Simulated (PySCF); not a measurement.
**Vertical excitation energies**

Species: C5H4Cl3N.
Structure used (PBE0-D3(BJ)/def2-SVP), in Å, numbered top down from 1:
```
atom  x, y, z in Å
N1    -1.4847    2.5177   -0.4211
C2    -1.3418    1.3692   -0.3796
C3    -1.1533   -0.0542   -0.3028
C4    -0.6627   -0.6881    0.9817
C5     0.2444   -0.6288   -0.1964
Cl6    0.5400   -2.1127   -1.0786
C7     1.4179    0.3144   -0.1635
Cl8    1.8958    0.7959   -1.7971
Cl9    2.7676   -0.4065    0.7344
H10   -1.8466   -0.6377   -0.9153
H11   -0.4428   -0.0253    1.8227
H12   -1.0800   -1.6614    1.2449
H13    1.1355    1.2340    0.3653
```

Theory: PySCF 2.14.0, density-fitted response routines, TDDFT B3LYP/def2-SVPD, vertical, gas phase, core orbitals frozen in the response.

```
state  E (eV)  λ (nm)       f  main configurations (H = HOMO, L = LUMO)
   S1    6.32   196.3  0.0048                                 H→L (95%)
   S2    6.62   187.2  0.0071                  H-1→L (79%), H-3→L (10%)
   S3    6.64   186.8  0.0010                               H-2→L (86%)
   S4    6.75   183.8  0.0088                  H-3→L (75%), H-1→L (10%)
   S5    6.97   177.9  0.0064                               H-4→L (81%)
   S6    7.02   176.7   0.055                               H→L+1 (80%)
   S7    7.14   173.7  0.0054                  H→L+2 (41%), H-6→L (10%)
   S8    7.23   171.4   0.030              H-1→L+1 (49%), H-2→L+1 (14%)
   S9    7.26   170.7  0.0013              H-2→L+1 (58%), H-1→L+1 (18%)
  S10    7.33   169.1  0.0077    H-3→L+1 (38%), H→L+2 (19%), H-5→L (8%)
```

Triplets (Tamm–Dancoff): T1 5.76 eV, H→L (60%), H→L+1 (16%); T2 6.02 eV, H-1→L (26%), H→L (19%), H→L+1 (10%); T3 6.10 eV, H-1→L (34%), H-1→L+1 (14%), H-3→L (13%); T4 6.15 eV, H-2→L (68%), H-2→L+1 (8%).

The lowest singlet comes at 196 nm (609 kJ/mol) in the vacuum ultraviolet; it is very weak; its leading configuration is HOMO→LUMO (95%). The strongest level in the table is S6 at 7.02 eV (177 nm, f = 0.055). Löwdin shares by element: HOMO chlorine 44% or more, carbon 24% or more, nitrogen 9% (atoms not listed hold the other 23%); LUMO chlorine 50%, carbon 12% or more (atoms not listed hold the other 37%). Of the 10 states listed, 2 reach f = 0.01 and none stays under 0.0005. The oscillator strengths of these states sum to 0.127; summed over the whole spectrum of an exact calculation they would give the number of electrons, 92 (Thomas–Reiche–Kuhn). Weighted by f, the mean energy of these states is 7.02 eV. No computed singlet lies in the visible range (380 to 750 nm); the lowest, at 196 nm, stands 3.05 eV above its violet end (3.26 eV). The vertical ionisation energy (ΔSCF) is 10.49 eV, 3.16 eV above S10. Only the lowest 10 singlets were computed, as vertical energies without vibronic structure.

One conformer stands for the species.
